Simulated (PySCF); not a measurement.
**From r²SCAN to CCSD(T): MAs along the second period**

r²SCAN and CCSD(T) in PySCF with def2-TZVPPD on every atom, for the lowest determinant that a PBE0 search found; no spin–orbit coupling.

```tsv
molecule	state (unpaired electrons)	r²SCAN Re (Å)	r²SCAN ωe (cm⁻¹)	r²SCAN De (eV)	CCSD(T) Re (Å)	CCSD(T) ωe (cm⁻¹)	CCSD(T) De (eV)
BAs	triplet (σ ↑, π ↑)	1.847	825	3.33	?	?	?
AsN	singlet (closed shell)	1.611	1135	4.73	1.630	1064	4.67
AsO	doublet (π ↑)	1.624	1004	5.01	1.635	963	4.69
AsF	triplet (π ↑↑)	1.745	685	4.35	1.748	685	4.02
```

Task: Estimate the CCSD(T) values of BAs by adding the mean shift from r²SCAN to CCSD(T) of the other rows, and compare with the calculation.

Result: The mean shifts are +1.1 pm, -37 cm⁻¹ and -0.24 eV, which give 1.858 Å, 788 cm⁻¹ and 3.09 eV. CCSD(T)/def2-TZVPPD gives Re = 1.864 Å, ωe = 790 cm⁻¹, De = 2.73 eV.

Task: What are the mean differences of r²SCAN from CCSD(T) over the whole series?

Result: Re -1.2 pm, ωe +37 cm⁻¹, De +0.33 eV.

In a basis of this size CCSD(T) is itself not converged; it tends to give bonds that are too long and too weak.

Correlated steps freeze 10 core orbitals. UHF and ROHF references stand side by side, which adds small steps between rows. Spin–orbit coupling is left out. Where the molecule has an RHF reference, its open-shell atoms are computed with UHF. States were picked by a PBE0 search and need not be the measured ground states.
